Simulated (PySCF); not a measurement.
PySCF input for CBrCl₃, SMILES ClC(Cl)(Cl)Br, TDA-PBE0/def2-SVPD. The structure is a stationary point at PBE-D3(BJ)/def2-SVP.

```python
import numpy as np
from pyscf import gto, scf, dft, tdscf

mol = gto.M(
    atom='''
    Cl   -1.45879981    0.84223846    1.01170943
    C    -0.00000000    0.00000001    0.42756676
    Cl    0.00000000   -1.68447691    1.01170946
    Cl    1.45879980    0.84223847    1.01170944
    Br    0.00000000   -0.00000001   -1.54750235
    ''',
    basis='def2-SVPD',
    charge=0,
    spin=0,
    symmetry=True,
    max_memory=1600,
    verbose=4,
)
mf = dft.RKS(mol, xc='pbe0').density_fit(auxbasis='def2-universal-jkfit')
mf.grids.level = 3
mf.conv_tol = 1e-9
mf.max_cycle = 100
mf.kernel()
mf.grids = dft.Grids(mol).set(level=1).build(with_non0tab=True)  # coarser grid for the response kernel
td = tdscf.TDA(mf)
td.singlet = True
td.nstates = 10
td.conv_tol = 1e-4
td.positive_eig_threshold = 1e-6
td.kernel(x0=td.get_init_guess(mf, 15))
td.analyze()
tt = tdscf.TDA(mf)
tt.singlet = False
tt.nstates = 4
tt.conv_tol = 1e-4
tt.positive_eig_threshold = 1e-6
tt.kernel(x0=tt.get_init_guess(mf, 9))
tt.analyze(verbose=3)
```

It prints:

```
PySCF version 2.14.0

[INPUT] verbose = 4
[INPUT] num. atoms = 5
[INPUT] num. electrons = 92
[INPUT] charge = 0
[INPUT] spin (= nelec alpha-beta = 2S) = 0
[INPUT] symmetry True subgroup None
[INPUT] Mole.unit = angstrom
[INPUT] Symbol           X                Y                Z      unit          X                Y                Z       unit  Magmom
[INPUT]  1 Cl    -1.458799810000   0.842238460000   1.011709430000 AA   -2.756732111468   1.591600020975   1.911853740340 Bohr   0.0
[INPUT]  2 C      0.000000000000   0.000000010000   0.427566760000 AA    0.000000000000   0.000000018897   0.807984076368 Bohr   0.0
[INPUT]  3 Cl     0.000000000000  -1.684476910000   1.011709460000 AA    0.000000000000  -3.183200023054   1.911853797032 Bohr   0.0
[INPUT]  4 Cl     1.458799800000   0.842238470000   1.011709440000 AA    2.756732092570   1.591600039873   1.911853759237 Bohr   0.0
[INPUT]  5 Br     0.000000000000  -0.000000010000  -1.547502350000 AA    0.000000000000  -0.000000018897  -2.924355618621 Bohr   0.0

nuclear repulsion = 612.641266722751
point group symmetry = C3v, use subgroup Cs
symmetry origin: [-3.49188520e-09  1.02702500e-09 -1.64324006e-09]
symmetry axis x: [-3.19343551e-09  1.00000000e+00 -3.01666715e-09]
symmetry axis y: [1.17365275e-09 3.01666715e-09 1.00000000e+00]
symmetry axis z: [ 1.00000000e+00  3.19343551e-09 -1.17365276e-09]
num. orbitals of irrep A' = 88
num. orbitals of irrep A" = 54
number of shells = 56
number of NR pGTOs = 248
number of NR cGTOs = 142
basis = def2-SVPD
ecp = {}


[settings echo left out]
init E= -3990.71093050427
HOMO (A") = -0.321051440316944  LUMO (A') = -0.097927463966101  gap/eV = 6.07151
cycle= 1 E= -3991.16589842788  delta_E= -0.455  |g|= 0.675  |ddm|= 3.01
HOMO (A") = -0.339407258851217  LUMO (A') = -0.168736859267218  gap/eV = 4.64418
cycle= 2 E= -3990.74312753369  delta_E= 0.423  |g|= 1.54  |ddm|=    2
HOMO (A") = -0.321481792614549  LUMO (A') = -0.0893890887101114  gap/eV = 6.31556
cycle= 3 E= -3991.28626506391  delta_E= -0.543  |g|= 0.0678  |ddm|= 1.42
HOMO (A") = -0.321076519148983  LUMO (A') = -0.0858632706727898  gap/eV = 6.40048
cycle= 4 E= -3991.28686941022  delta_E= -0.000604  |g|= 0.0322  |ddm|= 0.0939
HOMO (A") = -0.322579224926362  LUMO (A') = -0.085039937562982  gap/eV = 6.46377
cycle= 5 E= -3991.28708064544  delta_E= -0.000211  |g|= 0.00447  |ddm|= 0.0427
HOMO (A") = -0.321835617911955  LUMO (A') = -0.0846646316495931  gap/eV = 6.45375
cycle= 6 E= -3991.287086893  delta_E= -6.25e-06  |g|= 0.000816  |ddm|= 0.00848
HOMO (A") = -0.321963328649456  LUMO (A') = -0.0847250789960317  gap/eV = 6.45558
cycle= 7 E= -3991.28708708179  delta_E= -1.89e-07  |g|= 0.000244  |ddm|= 0.00173
HOMO (A") = -0.321967803595949  LUMO (A') = -0.0847157942895382  gap/eV = 6.45596
cycle= 8 E= -3991.28708709951  delta_E= -1.77e-08  |g|= 2.36e-05  |ddm|= 0.000401
HOMO (A") = -0.321967226289293  LUMO (A') = -0.0847149473136204  gap/eV = 6.45596
cycle= 9 E= -3991.28708709968  delta_E= -1.64e-10  |g|= 1.03e-05  |ddm|= 5.15e-05
HOMO (A") = -0.321967175016523  LUMO (A') = -0.0847149823722897  gap/eV = 6.45596
Extra cycle  E= -3991.28708709968  delta_E= -2.73e-12  |g|= 8.91e-06  |ddm|= 2.82e-05
converged SCF energy = -3991.28708709968
tot grids = 31464
Overwritten attributes  positive_eig_threshold  of <class 'pyscf.tdscf.rks.TDA'>


******** <class 'pyscf.tdscf.rks.TDA'> for <class 'pyscf.df.df_jk.DFSymAdaptedRKS'> ********
nstates = 10 singlet
deg_eia_thresh = 1.000e-03
wfnsym = None
conv_tol = 0.0001
eigh lindep = 1e-12
eigh level_shift = 0
eigh max_cycle = 100


Excitation energies (eV)
[4.95482425 4.95483833 5.54896406 6.22991293 6.22993008 6.40126563
 6.42335316 6.42335944 6.72181956 6.83911062]

** Singlet excitation energies and oscillator strengths **
Excited State   1:   A"      4.95482 eV    250.23 nm  f=0.0013
      46 -> 47        0.70016
Excited State   2:   A'      4.95484 eV    250.23 nm  f=0.0013
      45 -> 47        0.70016
Excited State   3:   A"      5.54896 eV    223.44 nm  f=0.0000
      44 -> 47        0.70042
Excited State   4:   A"      6.22991 eV    199.01 nm  f=0.0032
      42 -> 47        0.58570
      46 -> 48       -0.36681
Excited State   5:   A'      6.22993 eV    199.01 nm  f=0.0032
      41 -> 47        0.58570
      45 -> 48       -0.36682
Excited State   6:   A'      6.40127 eV    193.69 nm  f=0.0583
      43 -> 47       -0.66705
      43 -> 48       -0.15298
Excited State   7:   A"      6.42335 eV    193.02 nm  f=0.0008
      42 -> 47       -0.38257
      46 -> 48       -0.58081
Excited State   8:   A'      6.42336 eV    193.02 nm  f=0.0008
      41 -> 47        0.38258
      45 -> 48        0.58081
Excited State   9:   A"      6.72182 eV    184.45 nm  f=0.0000
      44 -> 48       -0.69901
Excited State  10:   A"      6.83911 eV    181.29 nm  f=0.0027
      40 -> 47       -0.26394
      45 -> 50       -0.44105
      46 -> 48        0.12727
      46 -> 49       -0.44134

** Transition electric dipole moments (AU) **
state          X           Y           Z        Dip. S.      Osc.
  1         0.1041      0.0000      0.0000      0.0108      0.0013
  2         0.0000      0.1041      0.0000      0.0108      0.0013
  3         0.0000      0.0000      0.0000      0.0000      0.0000
  4         0.1454      0.0000      0.0000      0.0211      0.0032
  5        -0.0000      0.1454     -0.0000      0.0211      0.0032
  6         0.0000     -0.0000     -0.6097      0.3717      0.0583
  7         0.0694     -0.0000     -0.0000      0.0048      0.0008
  8         0.0000     -0.0694      0.0000      0.0048      0.0008
  9         0.0000     -0.0000      0.0000      0.0000      0.0000
 10        -0.1264     -0.0000     -0.0000      0.0160      0.0027

** Transition velocity dipole moments (imaginary part, AU) **
state          X           Y           Z        Dip. S.      Osc.
  1         0.0456      0.0000      0.0000      0.0021      0.0076
  2         0.0000      0.0456      0.0000      0.0021      0.0076
  3         0.0000      0.0000      0.0000      0.0000      0.0000
  4         0.0897     -0.0000     -0.0000      0.0080      0.0234
  5        -0.0000      0.0897     -0.0000      0.0080      0.0234
  6         0.0000     -0.0000     -0.1071      0.0115      0.0325
  7         0.0097     -0.0000     -0.0000      0.0001      0.0003
  8         0.0000     -0.0097      0.0000      0.0001      0.0003
  9         0.0000     -0.0000     -0.0000      0.0000      0.0000
 10        -0.0366     -0.0000     -0.0000      0.0013      0.0035

** Transition magnetic dipole moments (imaginary part, AU) **
state          X           Y           Z
  1        -0.0000     -1.0211      0.0000
  2         1.0211      0.0000     -0.0000
  3         0.0000     -0.0000      0.7702
  4         0.0000      0.4418     -0.0000
  5        -0.4418      0.0000     -0.0000
  6         0.0000     -0.0000     -0.0000
  7        -0.0000     -0.1034      0.0000
  8        -0.1033     -0.0000      0.0000
  9        -0.0000     -0.0000     -0.8165
 10         0.0000      0.4300     -0.0002


******** <class 'pyscf.tdscf.rks.TDA'> for <class 'pyscf.df.df_jk.DFSymAdaptedRKS'> ********
nstates = 4 triplet
deg_eia_thresh = 1.000e-03
wfnsym = None
conv_tol = 0.0001
eigh lindep = 1e-12
eigh level_shift = 0
eigh max_cycle = 100


Excitation energies (eV)
[4.29273687 4.29277862 5.14872305 5.37562105]

** Triplet excitation energies and oscillator strengths **
Excited State   1:   A"      4.29274 eV    288.82 nm  f=0.0000
Excited State   2:   A'      4.29278 eV    288.82 nm  f=0.0000
Excited State   3:   A"      5.14872 eV    240.81 nm  f=0.0000
Excited State   4:   A'      5.37562 eV    230.64 nm  f=0.0000
```

The calculation finished and met its thresholds.

Cost: around 120 core-seconds (rough).
